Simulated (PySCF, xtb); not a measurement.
CH6ClFSi3, SMILES F[Si@]1(Cl)C[SiH2][SiH2]1.

Harmonic wavenumbers (cm⁻¹) from GFN2-xTB (xtb) at its own minimum, in rising order: 43, 90, 149, 168, 193, 282, 303, 368, 389, 411, 440, 500, 508, 567, 622, 640, 681, 716, 772, 793, 816, 961, 1115, 1465, 2182, 2196, 2203, 2212, 2988, 3002.

Question: What does PBE-D3(BJ)/def2-SVP run with PySCF give at its own minimum? (Estimate from the structure and the level; the computed values follow.)

Answer: 48, 105, 165, 185, 225, 271, 318, 376, 406, 430, 511, 539, 594, 613, 646, 652, 683, 765, 854, 865, 887, 919, 954, 1303, 2150, 2156, 2171, 2179, 2999, 3077. Paired by order, the mean absolute difference is 43 cm⁻¹ and the zero-point energies are 39.7 and 40.1 kcal/mol.
